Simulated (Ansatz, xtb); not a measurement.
# Two isomers of CHB2Se−

We compare I, `C#[B-]B=[Se]`, a singlet, with II, `B=C=B[Se-]`, a singlet. Both are isolated ions in the gas phase, relaxed with B3LYP-D3(BJ)/def2-SVPD.

I (Å):

```xyz
5

C     0.0000    0.0000   -1.5807
B     0.0000    0.0000    1.3435
B     0.0000    0.0000   -0.2443
Se    0.0000    0.0000    3.1398
H     0.0000    0.0000   -2.6582
```

II (Å):

```csv
atom,x (Å),y (Å),z (Å)
C,0.0000,0.0000,-0.1547
B,0.0000,0.0000,-1.5023
B,0.0000,0.0000,1.2620
Se,0.0000,0.0000,3.0823
H,0.0000,0.0000,-2.6873
```

Quicker runs give these differences E(II) − E(I): GFN2-xTB −1.525 eV; HF/STO-3G −1.808 eV (at GFN2-xTB geometries); r2SCAN-D4/def2-SVPD −1.144 eV (at GFN2-xTB geometries).

Task: Estimate E(II) − E(I) at the level CCSD(T)/def2-SVPD + ΔMP2/def2-TZVPPD.

Result: Calculated at CCSD(T)/def2-SVPD + ΔMP2/def2-TZVPPD: E(II) − E(I) = −0.967 eV, so structure II lies lower.

How the difference moves with the method:

| level | geometry | E(II) − E(I) (eV) | departure from the last row (eV) | job, with rough time for the two |
| --- | --- | --- | --- | --- |
| GFN2-xTB | GFN2-xTB | −1.525 | −0.559 | optimisation, 0.24 s |
| HF/STO-3G | GFN2-xTB | −1.808 | −0.841 | single point, 0.32 s |
| r2SCAN-D4/def2-SVPD | GFN2-xTB | −1.144 | −0.178 | single point, 2.5 s |
| B3LYP-D3(BJ)/def2-SVPD | B3LYP-D3(BJ)/def2-SVPD | −1.144 | −0.177 | optimisation, 17 s |
| HF/def2-SVPD | B3LYP-D3(BJ)/def2-SVPD | −1.432 | −0.466 | part of the CCSD(T) run |
| MP2/def2-SVPD | B3LYP-D3(BJ)/def2-SVPD | −1.027 | −0.061 | part of the CCSD(T) run |
| CCSD(T)/def2-SVPD | B3LYP-D3(BJ)/def2-SVPD | −1.015 | −0.048 | single point |
| CCSD(T)/def2-SVPD + ΔMP2/def2-TZVPPD | B3LYP-D3(BJ)/def2-SVPD | −0.967 |  | single point, 24 s |

As drawn, II has 2 C=B, 1 B–Se, 1 B–H in place of 1 C≡B, 1 B–B, 1 B=Se, 1 C–H.

The levels shown agree on the order. The largest departure from CCSD(T)/def2-SVPD + ΔMP2/def2-TZVPPD is that of HF/STO-3G, 0.841 eV. The last row adds to CCSD(T) the change of the MP2 difference between the two basis sets, here +0.048 eV.

With harmonic frequencies from B3LYP-D3(BJ)/def2-SVPD (ideal gas, rigid rotor, one conformer each, 298.15 K, 1 atm): the zero-point term adds −0.013 eV; ΔH is −0.983 and ΔG −0.977 eV.

The correlated steps freeze 12 core orbitals; the filled d shell of Se is correlated, in a basis made for valence electrons. Programs: Ansatz 0.2.0, xtb 6.7.1; the last row on 2 threads of Intel(R) Xeon(R) Platinum 8488C (Sapphire Rapids) on a shared host.
